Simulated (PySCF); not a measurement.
## [Na3O]+: double against triple zeta

Base calculation in PySCF with density fitting and no spin–orbit coupling, PBE0/def2-SVP (no relativity): singlet, D3h, Na–Na 3.551 Å (×3), O–Na 2.050 Å (×3); wavenumbers 127 (×2), 166, 318, 543 (×2) cm⁻¹; gap between the highest occupied and lowest empty levels 3.77 eV, polar-tensor charge of O -1.17 e.

Q: What changes on going to PBE0/def2-TZVP (no relativity)?

A: The point group stays the same. Changes: mean bond to O -0.003 Å, highest wavenumber -4 cm⁻¹, lowest wavenumber +2 cm⁻¹, gap between the highest occupied and lowest empty levels +0.13 eV, polar-tensor charge of O -0.05 e. The new structure has Na–Na 3.545 Å (×3), O–Na 2.047 Å (×3), with wavenumbers 129 (×2), 165, 317, 539 (×2) cm⁻¹.

The structures come from searches over a few start shapes, so lower isomers are not excluded.
